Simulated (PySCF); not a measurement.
`CC1=CCCP1N`. Method used: PySCF 2.14.0, PBE/def2-SV(P) geometry optimisation, gas phase.

```
atom  x, y, z in Å
C1     2.1485   -1.1793   -0.0310
C2     0.8651   -0.4044   -0.1141
C3     0.4228    0.3048   -1.1806
C4    -0.9303    0.9648   -1.0802
C5    -1.3805    0.8891    0.3952
P6    -0.3509   -0.4092    1.2972
N7    -1.2326   -1.8767    0.9995
H8     1.9504   -2.2482    0.2188
H9     2.8065   -0.7887    0.7796
H10    2.7185   -1.1494   -0.9860
H11    1.0072    0.3846   -2.1189
H12   -1.6514    0.4487   -1.7612
H13   -0.8952    2.0191   -1.4416
H14   -1.1892    1.8566    0.9107
H15   -2.4575    0.6529    0.5286
H16   -1.2393   -2.2748    0.0512
H17   -1.1228   -2.6023    1.7148
```

Problem. What is the longest distance between nuclei?

Solution. H10···H15, 5.69 Å; the next longest distance is 5.60 Å.

Problem. How far are the heavy atoms from their best plane (unweighted least squares)?

Solution. 0.468 Å rms; C1 0.13, C2 0.11, C3 0.34, C4 0.33, C5 0.50, P6 0.68, N7 0.75 Å (magnitudes).

Problem. Where is the centre of mass (commonest isotopes), and what is the radius of gyration?

Solution. Mass 115.055 u; centre at (-0.128, -0.311, 0.243) Å; Rg = √(Σ m r²/M) = 1.808 Å. As Ia + Ib + Ic = 2 Σ m r², the three principal moments sum to 751.9 u·Å².

Problem. What is the repulsion energy of the bare nuclei, Σ ZA·ZB/RAB?

Solution. 373.91 Eh over 136 pairs, with full nuclear charges and distances in bohr; the largest single term is 31.98 Eh (P6 with N7).

Problem. What are the angles H8–C1–H9, H12–C4–H13, C3–C4–C5, C2–P6–C5?

Solution. From the scalar product of the two bond vectors; for H8–C1–H9 it is -0.3454 Å² over 1.1154 × 1.1147 Å², cos θ = -0.2778. H8–C1–H9 106.1°; H12–C4–H13 105.0°; C3–C4–C5 107.7°; C2–P6–C5 89.6°.

Problem. Give the dihedral angles C1–C2–C3–H11, C5–P6–N7–H17, C4–C5–P6–C2.

Solution. C1–C2–C3–H11 -1° (synperiplanar); C5–P6–N7–H17 -153° (antiperiplanar); C4–C5–P6–C2 15° (synperiplanar). Dihedral signs follow IUPAC: positive where, seen along the central bond, the front bond turns clockwise onto the rear one.

Problem. How far apart are these pairs, which share no bond: C1···H16, C2···H10, C2···H15, C4···H9, C4···H15, C4···H16, N7···H8?

Solution. C1···H16 3.561 Å (4 bonds apart); C2···H10 2.180 Å (2 bonds apart); C2···H15 3.546 Å (3 bonds apart); C4···H9 4.527 Å (4 bonds apart); C4···H15 2.240 Å (2 bonds apart); C4···H16 3.445 Å (4 bonds apart); N7···H8 3.298 Å (4 bonds apart).

Problem. Write the matrix of distances between heavy atoms (Å, lower triangle).

Solution. 
```
C1    0.000
C2    1.501  0.000
C3    2.550  1.355  0.000
C4    3.896  2.456  1.509  0.000
C5    4.113  2.641  2.465  1.544  0.000
P6    2.933  1.863  2.692  2.806  1.887  0.000
N7    3.603  2.794  3.500  3.534  2.835  1.738  0.000
```

Not checked by PBE/def2-SV(P) frequencies. One conformer, not necessarily the lowest.
